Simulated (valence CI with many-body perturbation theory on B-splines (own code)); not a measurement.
**Cs⁴⁸⁺: E2, E3, M1, M2 decay**

Calculated by relativistic CI+MBPT: five valence electrons over a frozen Dirac-Fock core [He], a basis of 11 s, 11 p, 10 d, 8 f, 5 g, 2 h functions for each j, with the one-electron correlation potential Σ1, the two-electron term Σ2, the three-electron term Σ3, Breit, model QED; selected CI, second order for the rest, scaled by the run's own slope (own B-spline code, finite nucleus).

No measured spectrum was set against this ion. As an estimate, large intervals hold to a few tenths of a per cent, small ones and those within an open d or f shell to about a per cent. Among the levels kept, up to 7300 cm⁻¹ of a level comes from second order outside the variational space, and about a tenth of that is noise between levels of different J, which matters for small intervals.

Lines 1 to 50 of 80 in falling wavelength, among levels below 49779 × 10³ cm⁻¹, chosen from the decays that carry over 1 % of a level's rate. Wavelengths and rates use the calculated energies. Electric multipoles are in the length gauge, E1 and E2 with the static RPA response of the core. S is in atomic units (e²a₀⁴ for E2 and M2, e²a₀⁶ for E3), for M1 in squared Bohr magnetons. Weak lines are less certain than strong ones. Lines between different terms over intervals too small for the method are left out, as are lines whose strength nearly cancels.

Levels are named by their leading jj configuration (3d3/2^4 stands for four electrons in 3d with j = 3/2), which in mixed levels can hold well under half, so a name can repeat and another be missing. Letters in brackets count levels of one name in rising energy.

```csv
λ vac (nm),Upper,Lower,Type,A (s⁻¹),S (a.u.)
3.533,(2s^2 2p1/2 2p3/2^2) J=3/2,(2s^2 2p1/2^2 2p3/2) J=3/2,M1,4.36e+08,2.85e+00
3.521,(2s^2 2p3/2^3) J=3/2,(2s^2 2p1/2 2p3/2^2) J=1/2,M1,1.07e+08,6.91e-01
3.340,(2s^2 2p1/2 2p3/2^2) J=5/2,(2s^2 2p1/2^2 2p3/2) J=3/2,M1,7.42e+07,6.15e-01
3.226,(2s^2 2p3/2^3) J=3/2,(2s^2 2p1/2 2p3/2^2) J=5/2,M1,1.36e+08,6.77e-01
3.074,(2s^2 2p1/2 2p3/2^2) J=1/2,(2s^2 2p1/2^2 2p3/2) J=3/2,M1,2.84e+08,6.11e-01
3.065,(2s^2 2p3/2^3) J=3/2,(2s^2 2p1/2 2p3/2^2) J=3/2,M1,5.58e+08,2.38e+00
0.2799,(2s^2 2p1/2 2p3/2 3d5/2) J=9/2,(2s 2p1/2 2p3/2^3) J=5/2,E2,5.77e+08,8.85e-07
0.2592,(2s^2 2p1/2 2p3/2 3p1/2) J=3/2 [a],(2s^2 2p1/2 2p3/2^2) J=1/2,E2,4.33e+10,1.81e-05
0.2585,(2s^2 2p1/2 2p3/2 3p1/2) J=5/2,(2s^2 2p1/2 2p3/2^2) J=1/2,E2,7.73e+10,4.78e-05
0.2583,(2s^2 2p3/2^2 3d5/2) J=9/2,(2s 2p1/2 2p3/2^3) J=5/2,E2,1.02e+09,1.04e-06
0.2578,(2s^2 2p1/2 2p3/2 3p1/2) J=1/2,(2s^2 2p1/2 2p3/2^2) J=5/2,E2,9.25e+10,1.88e-05
0.2572,(2s^2 2p1/2 2p3/2 3p1/2) J=3/2 [b],(2s^2 2p1/2 2p3/2^2) J=1/2,E2,3.19e+10,1.28e-05
0.2570,(2s^2 2p1/2^2 3p1/2) J=1/2,(2s^2 2p1/2^2 2p3/2) J=3/2,E2,4.20e+11,8.41e-05
0.2568,(2s^2 2p3/2^2 3p1/2) J=3/2,(2s^2 2p3/2^3) J=3/2,E2,8.74e+10,3.49e-05
0.2568,(2s^2 2p1/2 2p3/2 3p1/2) J=5/2,(2s^2 2p1/2 2p3/2^2) J=5/2,E2,2.41e+11,1.44e-04
0.2567,(2s^2 2p1/2 2p3/2 3p1/2) J=1/2,(2s^2 2p1/2 2p3/2^2) J=3/2,E2,1.37e+11,2.73e-05
0.2567,(2s^2 2p3/2^2 3p1/2) J=5/2,(2s^2 2p3/2^3) J=3/2,E2,2.86e+11,1.71e-04
0.2564,(2s^2 2p1/2 2p3/2 3p1/2) J=3/2 [a],(2s^2 2p1/2 2p3/2^2) J=3/2,E2,2.65e+11,1.05e-04
0.2558,(2s^2 2p1/2 2p3/2 3p1/2) J=5/2,(2s^2 2p1/2 2p3/2^2) J=3/2,E2,5.93e+10,3.48e-05
0.2555,(2s^2 2p1/2 2p3/2 3p1/2) J=3/2 [b],(2s^2 2p1/2 2p3/2^2) J=5/2,E2,2.37e+11,9.22e-05
0.2546,(2s^2 2p3/2^2 3p1/2) J=1/2,(2s^2 2p3/2^3) J=3/2,E2,2.43e+11,4.64e-05
0.2537,(2s 2p1/2 2p3/2^2 3p3/2) J=9/2,(2s 2p1/2 2p3/2^3) J=5/2,E2,6.35e+10,5.96e-05
0.2532,(2s^2 2p1/2 2p3/2 3p3/2) J=3/2 [a],(2s^2 2p1/2 2p3/2^2) J=1/2,E2,1.37e+10,5.10e-06
0.2524,(2s 2p1/2^2 2p3/2 3p3/2) J=7/2,(2s 2p1/2^2 2p3/2^2) J=5/2,E2,1.27e+11,9.29e-05
0.2523,(2s^2 2p3/2^2 3p3/2) J=7/2,(2s^2 2p3/2^3) J=3/2,E2,5.10e+10,3.72e-05
0.2519,(2s^2 2p3/2^2 3p3/2) J=5/2,(2s^2 2p3/2^3) J=3/2,E2,8.56e+10,4.66e-05
0.2519,(2s 2p1/2^2 2p3/2 3p3/2) J=1/2 [b],(2s 2p1/2^2 2p3/2^2) J=3/2,E2,2.28e+11,4.13e-05
0.2519,(2s^2 2p1/2 2p3/2 3p3/2) J=1/2 [a],(2s^2 2p1/2 2p3/2^2) J=5/2,E2,3.67e+10,6.64e-06
0.2518,(2s^2 2p3/2^2 3p3/2) J=1/2,(2s^2 2p3/2^3) J=3/2,E2,4.89e+10,8.86e-06
0.2517,(2s^2 2p1/2 2p3/2 3p3/2) J=5/2 [b],(2s^2 2p1/2 2p3/2^2) J=1/2,E2,7.03e+10,3.81e-05
0.2516,(2s^2 2p1/2 2p3/2 3p3/2) J=3/2 [a],(2s^2 2p1/2 2p3/2^2) J=5/2,E2,8.78e+10,3.16e-05
0.2513,(2s^2 2p1/2 2p3/2 3p3/2) J=5/2 [a],(2s^2 2p1/2 2p3/2^2) J=3/2,E2,1.00e+11,5.39e-05
0.2512,(2s^2 2p1/2 2p3/2 3p3/2) J=7/2,(2s^2 2p1/2 2p3/2^2) J=5/2,E2,1.42e+11,1.02e-04
0.2509,(2s^2 2p1/2^2 3p3/2) J=3/2,(2s^2 2p1/2^2 2p3/2) J=3/2,E2,2.11e+11,7.51e-05
0.2508,(2s^2 2p1/2 2p3/2 3p3/2) J=1/2 [a],(2s^2 2p1/2 2p3/2^2) J=3/2,E2,1.35e+11,2.40e-05
0.2505,(2s^2 2p1/2 2p3/2 3p3/2) J=3/2 [a],(2s^2 2p1/2 2p3/2^2) J=3/2,E2,5.03e+10,1.77e-05
0.2502,(2s^2 2p3/2^2 3p3/2) J=3/2 [a],(2s^2 2p3/2^3) J=3/2,E2,2.61e+11,9.13e-05
0.2502,(2s^2 2p1/2 2p3/2 3p3/2) J=7/2,(2s^2 2p1/2 2p3/2^2) J=3/2,E2,1.65e+10,1.15e-05
0.2497,(2s^2 2p1/2 2p3/2 3p3/2) J=1/2 [b],(2s^2 2p1/2 2p3/2^2) J=5/2,E2,2.72e+11,4.71e-05
0.2487,(2s^2 2p1/2 2p3/2 3p3/2) J=1/2 [b],(2s^2 2p1/2 2p3/2^2) J=3/2,E2,1.44e+11,2.45e-05
0.2486,(2s 2p1/2 2p3/2^2 3d5/2) J=9/2 [b],(2s 2p1/2 2p3/2^3) J=5/2,M2,8.90e+09,7.55e-06
0.2483,(2s 2p1/2^2 2p3/2 3p3/2) J=1/2 [b],(2s 2p1/2^2 2p3/2^2) J=5/2,E2,7.75e+10,1.30e-05
0.2475,(2s 2p1/2^2 2p3/2 3d5/2) J=9/2,(2s 2p1/2^2 2p3/2^2) J=5/2,M2,6.26e+09,5.20e-06
0.2461,(2s^2 2p1/2 2p3/2 3d5/2) J=9/2,(2s^2 2p1/2 2p3/2^2) J=5/2,M2,6.09e+09,4.91e-06
0.2461,(2s^2 2p1/2 2p3/2 3d5/2) J=9/2,(2s^2 2p1/2 2p3/2^2) J=5/2,E3,3.61e+08,6.27e-06
0.2382,(2s^2 2p3/2^2 3d5/2) J=9/2,(2s 2p1/2^2 2p3/2^2) J=5/2,E2,2.54e+09,1.74e-06
0.2379,(2s 2p1/2^2 2p3/2 3d5/2) J=9/2,(2s^2 2p1/2 2p3/2^2) J=5/2,E2,1.36e+09,9.25e-07
0.2350,(2s 2p1/2 2p3/2^2 3p3/2) J=1/2 [b],(2s 2p1/2^2 2p3/2^2) J=3/2,E2,1.37e+11,1.75e-05
0.2344,(2s 2p1/2 2p3/2^2 3p3/2) J=9/2,(2s 2p1/2^2 2p3/2^2) J=5/2,E2,2.25e+11,1.42e-04
0.2342,(2s^2 2p1/2 2p3/2 3p3/2) J=1/2 [a],(2s^2 2p1/2^2 2p3/2) J=3/2,E2,8.10e+10,1.02e-05
```
